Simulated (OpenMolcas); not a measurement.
## Ionisation energies of krypton

| Property | Result |
| --- | --- |
| Program | OpenMolcas |
| Basis | ANO-RCC-VQZP [7s6p4d2f1g] |
| Scalar Hamiltonian | DKH2, point nucleus |
| Spin-orbit coupling | state interaction with AMFI integrals over the reference wave functions, term energies averaged over their components |

Active shells in each charge state: the valence s, p shells, with orbitals averaged over the low states. Where CASPT2's correlated closed shells are named, they are those of the first ion.

A. CASSCF
B. SS-CASPT2, IPEA 0.25 Eh, imaginary shift 0.1 Eh (closed shells correlated: 3s 3p 3d)

Energies in eV between the lowest computed levels, named as in B; reference values from the NIST Atomic Spectra Database with their kind.

```csv
From,To,A,B,Spin-orbit share in B,Reference
Kr 4s2 4p6 1S0,Kr+ 4s2 4p5 2P* 3/2,13.029,13.937,-0.206,14.000 (measured)
Kr+ 4s2 4p5 2P* 3/2,Kr2+ 4s2 4p4 3P2,23.183,24.174,-0.084,24.360 (measured)
Kr2+ 4s2 4p4 3P2,Kr3+ 4s2 4p3 4S* 3/2,34.434,35.602,+0.290,35.838 (measured)
Kr3+ 4s2 4p3 4S* 3/2,Kr4+ 4s2 4p2 3P0,49.828,50.766,-0.551,50.850 (measured)
Kr4+ 4s2 4p2 3P0,Kr5+ 4s2 4p 2P* 1/2,63.041,64.019,-0.057,64.690 (semi-empirical)
Kr5+ 4s2 4p 2P* 1/2,Kr6+ 4s2 1S0,76.995,78.085,+0.608,78.490 (semi-empirical)
Kr6+ 4s2 1S0,Kr7+ 4s 2S 1/2,108.184,108.646,+0.000,109.130 (theoretical)
Kr7+ 4s 2S 1/2,Kr8+ 3d10 1S0,124.674,125.143,+0.000,125.802 (measured)
```

Error against the reference values, in %:

```tsv
From	Reference	A	B
Kr	measured	-6.9	-0.5
Kr+	measured	-4.8	-0.8
Kr2+	measured	-3.9	-0.7
Kr3+	measured	-2.0	-0.2
Kr4+	semi-empirical	-2.5	-1.0
Kr5+	semi-empirical	-1.9	-0.5
Kr6+	theoretical	-0.9	-0.4
Kr7+	measured	-0.9	-0.5
```

Mean absolute error over the 5 measured values: A 1.14 eV, B 0.25 eV. B lies closest.

* marks odd parity.
